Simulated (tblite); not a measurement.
Compound: C5H15FGaN.
Numbering: `[CH3:1][C:2]([CH3:3])([CH3:4])[Ga@H-:5]([NH3+:6])[CH2:7][F:8]` (hydrogens: H9, H10, H11 on C1; H12, H13, H14 on C3; H15, H16, H17 on C4; H18 on Ga5; H19, H20, H21 on N6; H22, H23 on C7)

Computed with GFN2-xTB (tblite), gas phase: L-BFGS steps from a force-field or distance-geometry start until the largest atomic force falls under 0.01 eV/Å.

Step 45: E = -739.5686 eV
```
atom  x, y, z in Å  |  force x, y, z in eV/Å
C1     -1.7641   -0.8987   -0.9639    0.028   0.018   0.012
C2     -1.0736   -0.0514    0.1053    0.057   0.045  -0.018
C3     -1.9382    1.1780    0.4060    0.001  -0.002   0.010
C4     -0.8854   -0.8647    1.3848    0.003   0.002   0.008
Ga5     0.7853    0.6621   -0.4631   -0.060   0.027  -0.039
N6      1.9410   -1.0595   -1.1855    0.013  -0.003  -0.034
C7      2.2038    1.2878    0.8821    0.008  -0.009   0.012
F8      3.2310    1.3438   -0.1107    0.030  -0.016  -0.031
H9     -1.2094   -1.8219   -1.1419    0.001  -0.009  -0.005
H10    -1.8203   -0.3461   -1.9034   -0.004   0.004   0.003
H11    -2.7792   -1.1640   -0.6611    0.003   0.006   0.006
H12    -1.4480    1.8050    1.1568   -0.013   0.010   0.005
H13    -2.0714    1.7727   -0.5013    0.005   0.000   0.018
H14    -2.9238    0.8962    0.7830   -0.016  -0.026  -0.008
H15    -0.3203   -0.2728    2.1085    0.004  -0.014   0.066
H16    -0.3220   -1.7742    1.1700    0.017  -0.039   0.037
H17    -1.8337   -1.1499    1.8412   -0.065  -0.001  -0.025
H18     0.9477    1.4440   -1.8192    0.007  -0.005  -0.020
H19     1.5854   -1.3544   -2.0920   -0.007   0.015  -0.036
H20     2.0752   -1.8898   -0.6140   -0.008   0.005   0.068
H21     2.8506   -0.6247   -1.3342    0.040   0.008  -0.022
H22     2.1659    2.2927    1.3105   -0.018   0.039  -0.026
H23     2.5989    0.6169    1.6522   -0.025  -0.054   0.020
```

Step 46: E = -739.5702 eV
```
atom  x, y, z in Å  |  force x, y, z in eV/Å
C1     -1.7622   -0.8969   -0.9630    0.032   0.018   0.012
C2     -1.0747   -0.0522    0.1094    0.099   0.084  -0.058
C3     -1.9403    1.1769    0.4071    0.004  -0.001   0.012
C4     -0.8888   -0.8663    1.3878    0.001   0.016  -0.010
Ga5     0.7845    0.6650   -0.4662   -0.090   0.001   0.010
N6      1.9416   -1.0551   -1.1875    0.009  -0.018  -0.018
C7      2.2074    1.2880    0.8782   -0.023  -0.026   0.017
F8      3.2356    1.3290   -0.1132    0.050  -0.003  -0.036
H9     -1.2049   -1.8178   -1.1417   -0.005  -0.024  -0.011
H10    -1.8170   -0.3416   -1.9012   -0.007  -0.001   0.009
H11    -2.7772   -1.1634   -0.6613   -0.001  -0.002  -0.003
H12    -1.4509    1.8038    1.1587   -0.024   0.015   0.001
H13    -2.0722    1.7708   -0.5016    0.006  -0.009   0.039
H14    -2.9261    0.8931    0.7825   -0.013  -0.013  -0.009
H15    -0.3262   -0.2751    2.1133    0.009  -0.008   0.076
H16    -0.3246   -1.7747    1.1728    0.022  -0.054   0.038
H17    -1.8390   -1.1511    1.8390   -0.076  -0.014  -0.006
H18     0.9385    1.4429   -1.8224    0.014   0.011  -0.040
H19     1.5938   -1.3584   -2.0939   -0.011   0.021  -0.048
H20     2.0768   -1.8817   -0.6107   -0.011   0.003   0.074
H21     2.8501   -0.6172   -1.3313    0.050   0.012  -0.033
H22     2.1779    2.2943    1.3036   -0.014   0.041  -0.031
H23     2.5930    0.6150    1.6517   -0.021  -0.047   0.014
```

Step 47: E = -739.5728 eV
```
atom  x, y, z in Å  |  force x, y, z in eV/Å
C1     -1.7582   -0.8936   -0.9608    0.032   0.011   0.007
C2     -1.0734   -0.0521    0.1150    0.121   0.106  -0.087
C3     -1.9421    1.1752    0.4091    0.006   0.003   0.017
C4     -0.8932   -0.8687    1.3926   -0.004   0.031  -0.028
Ga5     0.7827    0.6703   -0.4727   -0.101  -0.035   0.076
N6      1.9431   -1.0492   -1.1926    0.010  -0.006  -0.012
C7      2.2108    1.2884    0.8723   -0.056  -0.043   0.018
F8      3.2426    1.3096   -0.1148    0.069   0.011  -0.036
H9     -1.1979   -1.8120   -1.1409   -0.012  -0.041  -0.019
H10    -1.8120   -0.3349   -1.8972   -0.009  -0.007   0.014
H11    -2.7733   -1.1616   -0.6602    0.004  -0.009  -0.013
H12    -1.4549    1.8020    1.1621   -0.038   0.025   0.001
H13    -2.0721    1.7680   -0.5015    0.007  -0.016   0.063
H14    -2.9285    0.8875    0.7812   -0.003   0.003  -0.011
H15    -0.3354   -0.2797    2.1233    0.004  -0.006   0.073
H16    -0.3278   -1.7765    1.1789    0.015  -0.055   0.038
H17    -1.8484   -1.1523    1.8337   -0.061  -0.024   0.009
H18     0.9258    1.4407   -1.8298    0.020   0.034  -0.066
H19     1.6053   -1.3653   -2.0985   -0.006   0.027  -0.042
H20     2.0760   -1.8673   -0.6039   -0.011  -0.012   0.077
H21     2.8518   -0.6089   -1.3300    0.037   0.002  -0.045
H22     2.1931    2.2964    1.2946   -0.008   0.035  -0.037
H23     2.5813    0.6112    1.6503   -0.019  -0.033   0.003
```

Step 48: E = -739.5758 eV
```
atom  x, y, z in Å  |  force x, y, z in eV/Å
C1     -1.7522   -0.8894   -0.9573    0.028  -0.003  -0.003
C2     -1.0680   -0.0505    0.1203    0.097   0.083  -0.076
C3     -1.9420    1.1733    0.4116    0.009   0.006   0.021
C4     -0.8970   -0.8708    1.3978   -0.009   0.037  -0.034
Ga5     0.7804    0.6763   -0.4815   -0.078  -0.061   0.119
N6      1.9454   -1.0425   -1.2006    0.007  -0.020   0.024
C7      2.2113    1.2882    0.8656   -0.075  -0.059   0.013
F8      3.2498    1.2924   -0.1143    0.078   0.018  -0.031
H9     -1.1899   -1.8060   -1.1396   -0.020  -0.053  -0.026
H10    -1.8063   -0.3275   -1.8921   -0.008  -0.012   0.013
H11    -2.7676   -1.1582   -0.6569    0.020  -0.014  -0.022
H12    -1.4589    1.8003    1.1665   -0.048   0.038   0.007
H13    -2.0701    1.7650   -0.5003    0.005  -0.012   0.073
H14    -2.9291    0.8801    0.7788    0.013   0.018  -0.011
H15    -0.3457   -0.2861    2.1378   -0.015  -0.008   0.047
H16    -0.3303   -1.7798    1.1886   -0.007  -0.032   0.033
H17    -1.8604   -1.1527    1.8251   -0.012  -0.025   0.013
H18     0.9139    1.4385   -1.8409    0.019   0.052  -0.079
H19     1.6161   -1.3728   -2.1047    0.006   0.029  -0.025
H20     2.0712   -1.8500   -0.5945   -0.015   0.007   0.042
H21     2.8561   -0.6040   -1.3324    0.021  -0.009  -0.054
H22     2.2036    2.2974    1.2850   -0.002   0.031  -0.034
H23     2.5650    0.6060    1.6480   -0.015  -0.011  -0.010
```

Problem. Estimate the geometry and energy of step 49. (The exact step hangs on the optimiser's Hessian estimate; all steps are aligned on step 48, rigid shifts and turns removed.)

Solution. E = -739.5780 eV, largest force 0.116 eV/Å
```
atom  x, y, z in Å  |  force x, y, z in eV/Å
C1     -1.7465   -0.8862   -0.9544    0.019  -0.016  -0.012
C2     -1.0609   -0.0479    0.1229    0.034   0.024  -0.030
C3     -1.9401    1.1722    0.4136    0.011   0.007   0.023
C4     -0.8986   -0.8716    1.4013   -0.009   0.026  -0.023
Ga5     0.7785    0.6795   -0.4877   -0.028  -0.053   0.099
N6      1.9473   -1.0385   -1.2070    0.012  -0.001   0.026
C7      2.2087    1.2869    0.8605   -0.055  -0.043   0.001
F8      3.2549    1.2840   -0.1121    0.064   0.013  -0.019
H9     -1.1846   -1.8027   -1.1390   -0.023  -0.051  -0.026
H10    -1.8025   -0.3228   -1.8881   -0.004  -0.013   0.006
H11    -2.7622   -1.1551   -0.6534    0.036  -0.013  -0.023
H12    -1.4619    1.8002    1.1702   -0.046   0.046   0.017
H13    -2.0676    1.7633   -0.4981    0.004   0.002   0.061
H14    -2.9278    0.8747    0.7763    0.023   0.021  -0.007
H15    -0.3530   -0.2920    2.1508   -0.038  -0.009   0.008
H16    -0.3312   -1.7831    1.1977   -0.032   0.004   0.022
H17    -1.8689   -1.1523    1.8170    0.038  -0.017   0.006
H18     0.9071    1.4379   -1.8508    0.012   0.049  -0.062
H19     1.6218   -1.3775   -2.1098    0.019   0.026   0.006
H20     2.0646   -1.8368   -0.5866   -0.010   0.008   0.014
H21     2.8609   -0.6037   -1.3370   -0.012  -0.027  -0.049
H22     2.2059    2.2971    1.2783   -0.004   0.019  -0.027
H23     2.5514    0.6017    1.6454   -0.010   0.000  -0.011
```

The energy changes by -0.0023 eV. The first-order estimate −F·Δx gives -0.0033 eV and the mean of the old and new forces, exact on a quadratic surface, -0.0022 eV. The step makes an angle of 77° with the force vector and moves no atom by more than 0.017 Å.

The cost below is that of the whole relaxation. The run took 0.78 s of wall time on an Arm Neoverse V1 with one thread, on a shared host.
